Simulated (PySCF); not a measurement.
Si(H)2(Cl)2 cation (Cl2H2Si), SMILES Cl[SiH2]Cl (connectivity only; charge and spin as stated), charge +1, multiplicity 2. Atoms are numbered in the order given.

```xyz
5

Si     0.0000     0.0000    -0.6688
Cl     1.7277     0.0000     0.3679
Cl    -1.7277     0.0000     0.3679
H      0.0000    -1.2166    -1.5727
H      0.0000     1.2166    -1.5727
```
Charge +1, spin multiplicity 2.

Coordinates come from a B3LYP-D3(BJ)/def2-TZVP optimisation. A frequency run showed that this geometry is not a minimum. The multiplicity is an assumed one; other spin states were not compared. The isomer is the one that the SMILES or the coordinates give; other isomers of the formula were not compared.

Calculation: PySCF with TDA-LC-ωPBE/def2-SVPD.

Vertical excitations. Isolated molecule, no solvent.

Computed UV-visible absorptions:
| state | energy (eV) | λ (nm) | f | main pairs |
|---|---|---|---|---|
| root 1 | 1.00 | 1237 | 0.000 | β HOMO−1→LUMO 99 % |
| root 2 | 1.13 | 1097 | 0.003 | β HOMO−2→LUMO 99 % |
| root 3 | 1.40 | 884 | 0.074 | β HOMO→LUMO 96 % |
| root 4 | 3.08 | 403 | 0.069 | β HOMO−3→LUMO 95 % |
| root 5 | 3.09 | 401 | 0.012 | β HOMO−4→LUMO 98 % |
| root 6 | 3.34 | 371 | 0.000 | β HOMO−5→LUMO 99 % |
| root 7 | 7.14 | 174 | 0.053 | β HOMO−6→LUMO 93 % |
| root 8 | 7.46 | 166 | 0.000 | β HOMO→LUMO+1 92 % |
| root 9 | 7.89 | 157 | 0.000 | α HOMO→LUMO 40 %, β HOMO−1→LUMO+1 49 % |
| root 10 | 8.12 | 153 | 0.001 | α HOMO−2→LUMO 25 %, β HOMO−2→LUMO+1 65 % |
Unrestricted roots are not spin-pure.
